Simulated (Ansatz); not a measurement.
Program: Ansatz. Geometries: PBE0-D4/def2-TZVP. ΔE: electronic, gas phase. CCSD(T)/CBS is the MP2 limit (def2-TZVPP, def2-QZVPP) plus CCSD(T) − MP2 in def2-TZVPP, frozen cores. This one scheme is used for every species. Functionals use def2-TZVPP.

Consider the formal exchange of groups at a C–C bond: `N#CCCl` + `Cl[SiH](Cl)Cl` → `N#C[Si](Cl)(Cl)Cl` + `CCl`.

`N#CCCl`:

Cartesian coordinates in Å:
```
N -1.954 0.909 0.139
C -0.932 0.388 0.079
C 0.347 -0.292 0.013
Cl 1.634 0.787 -0.561
H 0.281 -1.137 -0.673
H 0.624 -0.654 1.003
```

`Cl[SiH](Cl)Cl`:

Cartesian coordinates in Å:
```
Cl -1.018 1.541 -0.755
Si 0.065 -0.039 -0.082
Cl 1.229 0.552 1.472
Cl -1.192 -1.509 0.533
H 0.917 -0.545 -1.167
```

`N#C[Si](Cl)(Cl)Cl`:

Cartesian coordinates in Å:
```
N 0.207 0.179 -2.478
C 0.112 0.097 -1.334
Si -0.041 -0.035 0.488
Cl -1.638 -1.192 0.898
Cl -0.290 1.821 1.229
Cl 1.650 -0.870 1.197
```

`CCl`:

Cartesian coordinates in Å:
```
C -0.087 -0.047 -0.107
Cl 0.971 0.527 1.194
H -0.105 0.700 -0.897
H -1.086 -0.193 0.296
H 0.307 -0.987 -0.487
```

```tsv
level	ΔE (kJ/mol)
PBE-D4	-47.1
revPBE	-45.2
CAM-B3LYP	-46.3
CCSD/CBS(def2)	-53.3
```

(1) What does CCSD(T)/CBS give? (An estimate is asked.)

(2) What do rigid-rotor, harmonic-oscillator terms from PBE0-D4/def2-TZVP frequencies (298.15 K, 1 bar) make of the CCSD(T)/CBS value? (Best estimate.)

Largest T1 diagnostic among the species: 0.012.

Answers

(1) Ansatz gave: -54.9 kJ/mol. The listed levels differ from it by 7.8, 9.7, 8.6, 1.6 kJ/mol.

(2) Computed: ΔZPE = +2.1 kJ/mol, ΔH = -50.4 kJ/mol, ΔS = -7 J/(mol·K), ΔG = -48.4 kJ/mol.

In def2-TZVPP, CCSD(T) changes the Hartree–Fock value by −7.1 kJ/mol (the triples alone add −1.6 kJ/mol) and MP2 by −10.7 kJ/mol. Leaving LDA and LC-ωPBE aside and taking each functional with its dispersion term where it has one, the values, not all of them listed here, spread over 8.0 kJ/mol, from B97M-V to PBE-D4. LDA lies +6.3 kJ/mol from PBE without D4. At CCSD(T), def2-SVP lies +8.5 kJ/mol from the extrapolated value and def2-TZVPP +0.8 kJ/mol.
